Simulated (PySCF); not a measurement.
Method: PySCF with PBE-D3(BJ)/def2-TZVP // TPSS-D3(BJ)/def2-SVP. Gas-phase values, no solvent. 

Reference species: [Zn(Cl)2] (neutral, multiplicity 1).

charge on the central atom (meta-Löwdin): 1.19 e
HOMO–LUMO gap: 5.04 eV
coordination number: 2

Changed species: [Zn(Cl)(CH3)] (1 of 2 Cl replaced by CH3; the reference has 0 of 2 Cl replaced by CH3).

Task: What does the change do to the charge on the central atom (meta-Löwdin), HOMO–LUMO gap and coordination number?

Result: the charge on the central atom (meta-Löwdin) falls by 0.12 e, to 1.07 e; the HOMO–LUMO gap rises by 0.84 eV, to 5.88 eV; the coordination number hardly moves.
